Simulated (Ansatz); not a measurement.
`F[CH](F)[GeH3]`. Charge 0, multiplicity 1.

```xyz
8

F    -1.5906   -0.7683    0.7986
C    -0.2879   -0.3791    0.8852
F     0.4526   -1.4906    1.1539
Ge    0.3006    0.4376   -0.8392
H    -0.2014    0.2901    1.7485
H    -0.5682    1.6740   -1.1040
H     0.1216   -0.6071   -1.9448
H     1.7734    0.8434   -0.6983
```

**Question.** What are the harmonic wavenumbers in cm⁻¹ at PBE0-D4/def2-TZVP (Ansatz, finite differences of forces, unscaled)? (An estimate is asked.)

**Answer.** The calculation gave: 97, 207, 255, 441, 554, 565, 708, 807, 872, 878, 1084, 1126, 1327, 1362, 2169, 2178, 2189, 3058.

**Question.** Is this a minimum?

**Answer.** Yes, all 18 modes are real.

**Question.** Give the ideal-gas thermochemistry at 298.15 K and 1 bar (rigid rotor, harmonic oscillator; point group Cs, symmetry number 1).

**Answer.** Zero-point energy 118.9 kJ/mol; H(298) − E = 136.1 kJ/mol; entropy 321.4 J/(mol·K), of which translation 169.2, rotation 109.8, vibration 42.4; G(298) − E = 40.3 kJ/mol. Modes under 100 cm⁻¹ are hindered rotations or soft bends, so the harmonic entropy is rough.

**Question.** And at 400, 500, 600, 800 and 1000 K?

**Answer.** 
```tsv
T (K)	H − E (kJ/mol)	S (J/mol/K)	G − E (kJ/mol)
400	145.7	348.9	6.1
500	156.5	373.0	-30.0
600	168.5	394.9	-68.4
800	195.2	433.1	-151.3
1000	224.4	465.7	-241.3
```
